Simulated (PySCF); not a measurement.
H2O3Si. Atoms are numbered in the order given.

```xyz
6

Si     0.0000     0.0000    -0.1275
O      0.0000     0.0000    -1.6555
O      0.0000     1.2842     0.8839
O      0.0000    -1.2842     0.8839
H      0.0000     2.1444     0.4433
H      0.0000    -2.1444     0.4433
```

The structure is a stationary point at B3LYP-D3(BJ)/def2-SVP. The values are those of a single conformer.

The numbers are results of ωB97X/def2-TZVPD (PySCF), not measurements.

Symmetry labels are those of the subgroup C2v that the program uses (full group C2v).

Computed valence orbital energies around the gap with their symmetry:
| orbital | symmetry | energy (eV) |
|---|---|---|
| HOMO−7 | B2 | -17.42 |
| HOMO−6 | A1 | -15.36 |
| HOMO−5 | B2 | -14.62 |
| HOMO−4 | B1 | -14.41 |
| HOMO−3 | A2 | -13.23 |
| HOMO−2 | A1 | -12.55 |
| HOMO−1 | B1 | -11.25 |
| HOMO | B2 | -10.99 |
| LUMO | A1 | 0.39 |
| LUMO+1 | B2 | 1.93 |
| LUMO+2 | B1 | 2.22 |
| LUMO+3 | A1 | 2.51 |
